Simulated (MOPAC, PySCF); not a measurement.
CH4OSi2, SMILES `O=C=[SiH][SiH3]`, neutral singlet in the gas phase. 

Cartesian coordinates (Å):
SMILES: O=C=[SiH][SiH3]
```xyz
8

O      2.1623    -1.4672    -0.8553
C      1.6367    -0.4867    -0.6064
Si     0.8225     1.1704    -0.4716
Si    -1.1732     0.0262     0.1765
H      1.4587     1.3103     0.8897
H     -1.6758    -0.7609    -0.9762
H     -1.0626    -0.8725     1.3509
H     -2.1686     1.0803     0.4924
```
Charge 0, multiplicity 1.

All levels are single points at this geometry (B3LYP-D3(BJ)/def2-TZVP); Pople sets use spherical d functions. Orbital energies aren't observables, and empty levels follow the basis.

SVWN5/6-31G* in PySCF gives gap (eV) = 2.99.

Q: Estimate the gap (eV) from each of these levels: TPSSh-D3(BJ)/def2-TZVP in PySCF; PBE/6-31G* in PySCF; HF/STO-3G in PySCF; AM1 in MOPAC; PM7 in MOPAC.

A: 
```
level                            gap (eV)
-------------------------------  --------
TPSSh-D3(BJ)/def2-TZVP in PySCF      3.87
PBE/6-31G* in PySCF                  3.06
HF/STO-3G in PySCF                  11.29
AM1 in MOPAC                         6.76
PM7 in MOPAC                         7.79
```
